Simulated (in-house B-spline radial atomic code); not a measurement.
Settings and results of a run for Ce⁶⁺. Level of theory: Dirac-Kohn-Sham PW91, spherical fractional occupations, Fermi nucleus of rms radius 4.8771 fm; calculated with a radial B-spline atomic code at the basis-set limit.

Command:
```bash
python run_scf.py task.json out
```
Settings (nuclear radius in fm, mass in u):
```
Z                58
configuration    [Kr] 4d10 5s2 5p4
hamiltonian      dirac
method           pw91,pw91
spin_polarised   False
nucleus          fermi
rms_radius       4.8771
atomic_mass      139.90545
speed_of_light   137.035999084
```

Output (hartree, bohr):
```
 radial grid: 68 intervals, B-splines of order 8, outer radius 21.6418 bohr

 iter        energy (Eh)    residual
    1       -8833.089129    1.08e+00
    2       -8849.165783    7.39e-01
    3       -8857.268897    1.63e-01
    4       -8857.733425    3.52e-02
    5       -8857.751242    1.90e-02
    6       -8857.758265    2.86e-03
    7       -8857.758312    6.76e-05
    8       -8857.758312    8.38e-06
    9       -8857.758312    1.41e-07

 total energy                     -8857.75831
 kinetic                            9503.1115
 electron-nucleus                 -21427.5856
 Hartree                            3275.2970
 exchange-correlation               -208.5812

 first-order corrections (not in the total)
   Gaunt                             8.2664
   retardation                      -0.8626
   frequency dependence             -0.0928
   self-energy                       5.6819
   Uehling                          -0.8377
   Wichmann-Kroll                    0.0224
   recoil                            0.0229

 orbital      occ     eigenvalue          <r>       <r^2>       <1/r>     <1/r^2>     <1/r^3>       r_max    small
 1s1/2      2.000     -1481.4864    0.0245731 0.000820839     63.3422     8919.98           -     0.01574  4.61e-02
 2s1/2      2.000      -239.5326     0.104745   0.0130036      14.932     1082.24           -     0.08922  1.00e-02
 2p1/2      2.000      -226.3363    0.0879424  0.00953358     14.9159      346.27           -     0.06797  1.00e-02
 2p3/2      4.000      -209.9199    0.0941481   0.0107951     13.5099     248.724     7096.89     0.07323  9.44e-03
 3s1/2      2.000       -53.8603       0.2783    0.088627     5.38853     225.532           -      0.2549  3.07e-03
 3p1/2      2.000       -48.2683     0.268057   0.0835146     5.30185     72.2894           -      0.2416  3.01e-03
 3p3/2      4.000       -45.0423     0.280215   0.0910426     4.95169      52.553     1430.52       0.253  2.84e-03
 3d3/2      4.000       -35.2550     0.251334   0.0745562      4.8165     29.1131     234.471      0.2034  2.72e-03
 3d5/2      6.000       -34.5625     0.255145   0.0766918     4.72762     27.8246     213.308      0.2066  2.67e-03
 4s1/2      2.000       -13.1350      0.63456    0.454186     2.24452     53.4549           -      0.5923  9.56e-04
 4p1/2      2.000       -11.0505     0.652268    0.483524     2.14309     16.6765           -      0.6012  8.91e-04
 4p3/2      4.000       -10.3472     0.678759    0.523282     2.02918     12.2512     318.451      0.6252  8.38e-04
 4d3/2      4.000        -6.9138     0.728217    0.613246     1.82063     6.05601     43.2115      0.6442  6.99e-04
 4d5/2      6.000        -6.7887     0.737291    0.628408     1.79289     5.79467     39.0998       0.652  6.85e-04
 5s1/2      2.000        -3.9356      1.41476     2.23164    0.947573     11.4263           -       1.323  2.52e-04
 5p1/2      1.333        -3.2943      1.52834     2.61221    0.869369     3.41295           -       1.417  2.19e-04
 5p3/2      2.667        -3.1590      1.58248     2.79892    0.833521     2.56627     61.4552        1.47  2.07e-04
```

Time taken, with all properties: 0.92 s on 1 thread of AMD EPYC 9R45 (shared host).

For the Dirac Hamiltonian the kinetic term is c α·p + (β - 1)c².
